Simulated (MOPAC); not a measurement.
Job for MOPAC: AM1 on BFH4OSi (SMILES FBO[SiH3]), a point of a torsion scan.

```
AM1 1SCF PRECISE CHARGE=0 THREADS=1
BFH4OSi

F      2.41727179 1    -0.95668397 1    -0.21805518 1
B      1.57922516 1    -0.10038503 1     0.36673933 1
O      0.30793165 1    -0.16680598 1     0.08872575 1
Si    -1.20305124 1    -0.20570355 1    -0.48718780 1
H      2.04379730 1     0.66786775 1     1.12632258 1
H     -1.53213105 1     1.18089926 1    -0.81484036 1
H     -1.24637972 1    -1.06446267 1    -1.67075751 1
H     -1.98730000 1    -0.74125240 1     0.62214702 1
```

It printed:

```
*******************************************************************************
 **                                                                           **
 **                              MOPAC v23.2.5                                **
 **                                                                           **
 *******************************************************************************
 ** MOPAC's Digital Object Identifier: https://doi.org/10.5281/zenodo.6511958 **
 **                                                                           **
 ** Please cite the open-source release paper for use of this MOPAC version:  **
 ** J. E. Moussa and J. J. P. Stewart (2026)                                  **
 ** MOPAC: An open-source semiempirical molecular orbital program             **
 ** J. Open Source Softw., 11(119), 8025, https://doi.org/10.21105/joss.08025 **
 *******************************************************************************

                              AM1 CALCULATION RESULTS

 *******************************************************************************
 *  AM1        - The AM1 Hamiltonian to be used
 *
 *
 *
 *                 CHARGE ON SYSTEM = 0
 *
 *
 *
 *  PRECISE    - TIGHTER CRITERIA TO BE USED
 *  1SCF       - DO 1 SCF AND THEN STOP
 *  THREADS=1  - MULTI-THREADING NOT USED
 *  T=         - A TIME OF 172800.0 SECONDS REQUESTED
 *  DUMP=N     - RESTART FILE WRITTEN EVERY 7200.0 SECONDS REQUESTED
 *******************************************************************************
AM1 1SCF PRECISE CHARGE=0 THREADS=1
 BFH4OSi

   ATOM   CHEMICAL          X               Y               Z
  NUMBER   SYMBOL      (ANGSTROMS)     (ANGSTROMS)     (ANGSTROMS)

     1       F          2.41727179  *  -0.95668397  *  -0.21805518  *
     2       B          1.57922516  *  -0.10038503  *   0.36673933  *
     3       O          0.30793165  *  -0.16680598  *   0.08872575  *
     4      Si         -1.20305124  *  -0.20570355  *  -0.48718780  *
     5       H          2.04379730  *   0.66786775  *   1.12632258  *
     6       H         -1.53213105  *   1.18089926  *  -0.81484036  *
     7       H         -1.24637972  *  -1.06446267  *  -1.67075751  *
     8       H         -1.98730000  *  -0.74125240  *   0.62214702  *



          CARTESIAN COORDINATES

    NO.       ATOM           X           Y           Z

     1         F          2.4173     -0.9567     -0.2181
     2         B          1.5792     -0.1004      0.3667
     3         O          0.3079     -0.1668      0.0887
     4        Si         -1.2031     -0.2057     -0.4872
     5         H          2.0438      0.6679      1.1263
     6         H         -1.5321      1.1809     -0.8148
     7         H         -1.2464     -1.0645     -1.6708
     8         H         -1.9873     -0.7413      0.6221

  H: (AM1): M.J.S. DEWAR ET AL, J. AM. CHEM. SOC. 107 3902-3909 (1985)
  B: (AM1): M.J.S. DEWAR ET AL, ORGANOMETALLICS, 7, 513-521 (1988)
  O: (AM1): M.J.S. DEWAR ET AL, J. AM. CHEM. SOC. 107 3902-3909 (1985)
  F: (AM1): M.J.S. DEWAR AND E. G. ZOEBISCH, THEOCHEM, 180, 1 (1988).
 Si: (AM1): M.J.S.DEWAR, C. JIE, ORGANOMETALLICS, 6, 1486-1490 (1987).

           Empirical Formula: H4 O F B Si  =     8 atoms



      MOLECULAR POINT GROUP   :   C1


      RHF CALCULATION, NO. OF DOUBLY OCCUPIED LEVELS = 12


 -------------------------------------------------------------------------------
 AM1 1SCF PRECISE CHARGE=0 THREADS=1
 BFH4OSi



     1SCF WAS SPECIFIED, SO BFGS WAS NOT USED
     SCF FIELD WAS ACHIEVED


                              AM1 CALCULATION
                                                       MOPAC v23.2.5 Linux




          FINAL HEAT OF FORMATION =       -162.33533 KCAL/MOL =    -679.21101 KJ/MOL


          COSMO AREA              =        117.96 SQUARE ANGSTROMS
          COSMO VOLUME            =        104.29 CUBIC ANGSTROMS

          IONIZATION POTENTIAL    =         10.985147 EV
          HOMO LUMO ENERGIES (EV) =        -10.985  0.565
          NO. OF FILLED LEVELS    =         12
          MOLECULAR WEIGHT        =         77.9249         POINT GROUP:  C1

          MOLECULAR DIMENSIONS (Angstroms)

            Atom       Atom       Distance
            H     7    H     5     4.65294
            F     1    H     6     3.86967
            F     1    H     8     2.25429


          SCF CALCULATIONS        =          1





   ATOM   CHEMICAL          X               Y               Z
  NUMBER   SYMBOL      (ANGSTROMS)     (ANGSTROMS)     (ANGSTROMS)

     1       F          2.41727179  *  -0.95668397  *  -0.21805518  *
     2       B          1.57922516  *  -0.10038503  *   0.36673933  *
     3       O          0.30793165  *  -0.16680598  *   0.08872575  *
     4      Si         -1.20305124  *  -0.20570355  *  -0.48718780  *
     5       H          2.04379730  *   0.66786775  *   1.12632258  *
     6       H         -1.53213105  *   1.18089926  *  -0.81484036  *
     7       H         -1.24637972  *  -1.06446267  *  -1.67075751  *
     8       H         -1.98730000  *  -0.74125240  *   0.62214702  *

                             CARTESIAN COORDINATES

   1    F        2.417271790    -0.956683970    -0.218055180
   2    B        1.579225160    -0.100385030     0.366739330
   3    O        0.307931650    -0.166805980     0.088725750
   4   Si       -1.203051240    -0.205703550    -0.487187800
   5    H        2.043797300     0.667867750     1.126322580
   6    H       -1.532131050     1.180899260    -0.814840360
   7    H       -1.246379720    -1.064462670    -1.670757510
   8    H       -1.987300000    -0.741252400     0.622147020


           Empirical Formula: H4 O F B Si  =     8 atoms



      MOLECULAR POINT GROUP   :   C1


                  EIGENVALUES
 -49.05814 -37.58899 -22.79211 -18.11874 -16.82835 -16.14520 -15.07394 -14.16959
 -14.04200 -12.36436 -11.51984 -10.98515   0.56544   1.48425   1.68467   1.82619
   3.18368   3.48264   7.09288   7.91635


              NET ATOMIC CHARGES AND DIPOLE CONTRIBUTIONS

  ATOM NO.   TYPE          CHARGE      No. of ELECS.   s-Pop       p-Pop
    1          F          -0.196076        7.1961     1.88770     5.30838
    2          B           0.330870        2.6691     1.11797     1.55116
    3          O          -0.680879        6.6809     1.73830     4.94258
    4         Si           1.266498        2.7335     0.80431     1.92919
    5          H           0.036290        0.9637     0.96371
    6          H          -0.254370        1.2544     1.25437
    7          H          -0.257130        1.2571     1.25713
    8          H          -0.245203        1.2452     1.24520
 DIPOLE           X         Y         Z       TOTAL
 POINT-CHG.    -1.984     0.897     0.057     2.178
 HYBRID         0.500    -0.183    -0.013     0.532
 SUM           -1.484     0.714     0.044     1.648


          ATOMIC ORBITAL ELECTRON POPULATIONS

     Atom    s        px        py        pz
    1  F   1.88770   1.74482   1.73841   1.82515
    2  B   1.11797   0.55570   0.51323   0.48223
    3  O   1.73830   1.33055   1.83835   1.77367
    4 Si   0.80431   0.48110   0.73936   0.70873
    5  H   0.96371
    6  H   1.25437
    7  H   1.25713
    8  H   1.24520

 **********************
 *                    *
 * JOB ENDED NORMALLY *
 *                    *
 **********************




 == MOPAC DONE ==
```

The run finished.

Cost: very roughly 0.020 core-seconds.
